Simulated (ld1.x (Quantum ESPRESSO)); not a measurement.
Plane-wave convergence, ultrasoft potential for nickel

* Element: Ni
* Generator: ld1.x (Quantum ESPRESSO) 7.5
* Type: ultrasoft
* Functional: PBE
* Relativity: scalar-relativistic
* Frozen core: [Ne]
* Valence charge: 18
* Reference configuration: 3s2 3p6 3d8.5 4s1.5 4p0
* Partial waves: 3s (bound): rcut 1.05, rcutus 1.30 bohr; 4s (bound): rcut 1.05, rcutus 1.30 bohr; 3p (bound): rcut 1.40, rcutus 1.55 bohr; 4p (bound, empty): rcut 1.40, rcutus 1.55 bohr; 3d (bound): rcut 0.70, rcutus 0.80 bohr; 3d channel at -0.2 Ry: rcut 0.70, rcutus 0.80 bohr
* Local potential: all-electron potential smoothed inside 1.00 bohr (lloc = -2)
* Core correction: a·sin(br)/r model core, default radius (core density twice the valence density)
* Augmentation charge: PSQ, radius 0.75 bohr

The pseudo-atom Hamiltonian at the reference potential is diagonalised in spherical Bessel functions j_l(qr) that vanish at 20 bohr, with q² up to the cutoff. All-electron valence levels (Ry): 3s -7.9628, 4s -0.3703, 3p -5.0524, 4p -0.0715, 3d -0.4839.

How do the lowest levels (Ry) of each channel move with the cutoff, and are there ghosts?

```json
{"cutoff (Ry)": "8", "s #1": "-7.0943", "s #2": "-0.2422", "p #1": "-4.1857", "p #2": "-0.0236", "p #3": "0.0691", "d #1": "0.0614", "d #2": "0.1462", "f #1": "0.1120", "f #2": "0.2382", "Σ f·Δε (mRy)": "11764.8"}
{"cutoff (Ry)": "15", "s #1": "-7.7715", "s #2": "-0.2954", "p #1": "-4.9246", "p #2": "-0.0369", "p #3": "0.0628", "d #1": "0.0612", "d #2": "0.1451", "f #1": "0.1120", "f #2": "0.2382", "Σ f·Δε (mRy)": "5895.4"}
{"cutoff (Ry)": "25", "s #1": "-7.9432", "s #2": "-0.3272", "p #1": "-5.0408", "p #2": "-0.0432", "p #3": "0.0603", "d #1": "0.0609", "d #2": "0.1437", "f #1": "0.1120", "f #2": "0.2382", "Σ f·Δε (mRy)": "4805.2"}
{"cutoff (Ry)": "35", "s #1": "-7.9615", "s #2": "-0.3492", "p #1": "-5.0516", "p #2": "-0.0512", "p #3": "0.0575", "d #1": "0.0607", "d #2": "0.1419", "f #1": "0.1120", "f #2": "0.2382", "Σ f·Δε (mRy)": "4668.8"}
{"cutoff (Ry)": "50", "s #1": "-7.9623", "s #2": "-0.3683", "p #1": "-5.0520", "p #2": "-0.0686", "p #3": "0.0523", "d #1": "0.0596", "d #2": "0.1347", "f #1": "0.1120", "f #2": "0.2382", "Σ f·Δε (mRy)": "4626.6"}
{"cutoff (Ry)": "70", "s #1": "-7.9628", "s #2": "-0.3701", "p #1": "-5.0524", "p #2": "-0.0710", "p #3": "0.0517", "d #1": "0.0137", "d #2": "0.0712", "f #1": "0.1120", "f #2": "0.2382", "Σ f·Δε (mRy)": "4231.0"}
{"cutoff (Ry)": "100", "s #1": "-7.9628", "s #2": "-0.3703", "p #1": "-5.0524", "p #2": "-0.0714", "p #3": "0.0515", "d #1": "-0.3295", "d #2": "0.0633", "f #1": "0.1120", "f #2": "0.2382", "Σ f·Δε (mRy)": "1312.8"}
{"cutoff (Ry)": "140", "s #1": "-7.9628", "s #2": "-0.3703", "p #1": "-5.0524", "p #2": "-0.0714", "p #3": "0.0515", "d #1": "-0.4729", "d #2": "0.0629", "f #1": "0.1120", "f #2": "0.2382", "Σ f·Δε (mRy)": "93.9"}
{"cutoff (Ry)": "180", "s #1": "-7.9628", "s #2": "-0.3703", "p #1": "-5.0524", "p #2": "-0.0714", "p #3": "0.0515", "d #1": "-0.4828", "d #2": "0.0629", "f #1": "0.1120", "f #2": "0.2382", "Σ f·Δε (mRy)": "10.3"}
{"cutoff (Ry)": "260", "s #1": "-7.9628", "s #2": "-0.3703", "p #1": "-5.0524", "p #2": "-0.0714", "p #3": "0.0515", "d #1": "-0.4836", "d #2": "0.0629", "f #1": "0.1120", "f #2": "0.2382", "Σ f·Δε (mRy)": "2.9"}
{"cutoff (Ry)": "400", "s #1": "-7.9628", "s #2": "-0.3703", "p #1": "-5.0524", "p #2": "-0.0714", "p #3": "0.0515", "d #1": "-0.4840", "d #2": "0.0629", "f #1": "0.1120", "f #2": "0.2382", "Σ f·Δε (mRy)": "0.0"}
```

Result: no extra level below or beside the all-electron valence levels (s, p, d, f tested); 10 mRy is reached at 200 Ry and 1 mRy at 300 Ry.
